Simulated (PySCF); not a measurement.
C₂H₄BF₂N, SMILES NB(F)/C=C\F. Atoms are numbered in the order given.

```xyz
10

N     -1.3652    -0.8141     0.0000
B      0.0344    -0.9408     0.0000
F      0.5705    -2.1876     0.0000
C      1.0159     0.2797     0.0000
C      0.6734     1.5781     0.0000
F     -0.6153     1.9930     0.0000
H     -1.9879    -1.6214     0.0000
H     -1.8245     0.0951     0.0000
H      2.1025     0.0927     0.0000
H      1.3619     2.4411     0.0000
```

The structure is a stationary point at PBE-D3(BJ)/def2-SVP. The structure was generated by enumeration; whether it is a known compound was not checked. The values are those of a single conformer.

Two levels are set side by side: PBE/pcSseg-1 (PySCF) and KT2/pcSseg-1 (PySCF). GIAO shifts against BF3 (¹¹B), CFCl3 (¹⁹F), NH3 (¹⁵N), TMS (¹H), TMS (¹³C) at the same level; non-relativistic, no solvent, atoms listed together averaged. Differences are taken from unrounded values.

```csv
quantity,KT2
δ(¹⁵N) of N1 (ppm),87.7
δ(¹¹B) of B2 (ppm),14.1
δ(¹⁹F) of F3 (ppm),-146.9
δ(¹³C) of C4 (ppm),103.0
δ(¹³C) of C5 (ppm),166.8
δ(¹⁹F) of F6 (ppm),-114.4
δ(¹H) of H9 (ppm),5.03
δ(¹H) of H10 (ppm),7.53
```

Q: What does PBE give, and how far is it from KT2? (The exact figures need the calculation; the answer reports its results.)

A: 
```json
[
 {"quantity": "δ(¹⁵N) of N1 (ppm)", "PBE": "94.3", "PBE minus KT2": "6.6"},
 {"quantity": "δ(¹¹B) of B2 (ppm)", "PBE": "15.0", "PBE minus KT2": "0.9"},
 {"quantity": "δ(¹⁹F) of F3 (ppm)", "PBE": "-132.6", "PBE minus KT2": "14.2"},
 {"quantity": "δ(¹³C) of C4 (ppm)", "PBE": "111.1", "PBE minus KT2": "8.1"},
 {"quantity": "δ(¹³C) of C5 (ppm)", "PBE": "175.2", "PBE minus KT2": "8.4"},
 {"quantity": "δ(¹⁹F) of F6 (ppm)", "PBE": "-100.1", "PBE minus KT2": "14.3"},
 {"quantity": "δ(¹H) of H9 (ppm)", "PBE": "5.25", "PBE minus KT2": "0.22"},
 {"quantity": "δ(¹H) of H10 (ppm)", "PBE": "7.58", "PBE minus KT2": "0.05"}
]
```

Rough cost on one machine, each run with all the roots and properties that it gave: KT2 against PBE within a factor of 2.
